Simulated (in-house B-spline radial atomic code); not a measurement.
# Ionising the lutetium ion Lu⁺ with different functionals

Computed with an all-electron radial atomic-structure program (B-spline basis): scalar-relativistic (spin-free X2C) Hamiltonian, Fermi nucleus of rms radius 5.37 fm, spin-polarised at highest spin, spherical fractional occupations for the functionals, the average over the highest-spin determinants for Hartree-Fock. The ionisation energy is the difference of two self-consistent energies, [Xe] 4f14 6s2 → [Xe] 4f14 6s1, without Breit or QED terms; ε is the level of the shell that loses the electron (its least bound occupied spin orbital). There is no spin-orbit coupling in this Hamiltonian.

```csv
method,rung,ΔSCF (eV),-ε(6s) (eV)
Hartree-Fock,Hartree-Fock,12.59,12.76
HF fractional,Hartree-Fock,12.59,12.76
LDA VWN5,LDA,14.30,11.27
LDA PW92,LDA,14.31,11.27
LDA exchange-only,LDA,13.08,10.26
PBE,GGA,14.03,11.03
PBEsol,GGA,13.99,11.07
BLYP,GGA,14.11,10.97
RPBE,GGA,13.94,10.93
PW91,GGA,14.08,11.09
BP86,GGA,14.17,11.21
AM05,GGA,13.92,11.00
OLYP,GGA,13.79,10.67
TPSS,meta-GGA,13.80,10.97
SCAN,meta-GGA,13.90,11.27
r2SCAN,meta-GGA,13.68,11.11
revTPSS,meta-GGA,13.80,11.01
PBE0,global hybrid,13.83,11.66
B3LYP,global hybrid,14.11,11.62
TPSSh,global hybrid,13.75,11.23
M06-2X,global hybrid,14.22,12.15
BHandHLYP,global hybrid,13.78,12.21
r2SCAN0,global hybrid,13.63,11.72
B97-1,global hybrid,14.11,11.48
HSE06,range-separated hybrid,13.85,11.35
wB97X,range-separated hybrid,14.12,13.68
CAM-B3LYP,range-separated hybrid,14.05,12.78
LC-wPBE,range-separated hybrid,13.64,13.70
```

Task: Among the functionals, which spreads more, the ΔSCF values or the orbital energies?

Result: The orbital energies: ΔSCF values span about 1.23 eV and the orbital energies 3.44 eV.

Task: How do they compare with the NIST value?

Result: NIST lists 14.13 eV ± 0.05 (semi-empirical, ground level to ground level). Errors run from -1.54 to +0.18 eV; wB97X is closest (-0.01 eV), though others lie within the uncertainty of it, and part of that can be cancellation, since the calculations leave out Breit-QED terms. Hartree-Fock also lacks correlation.
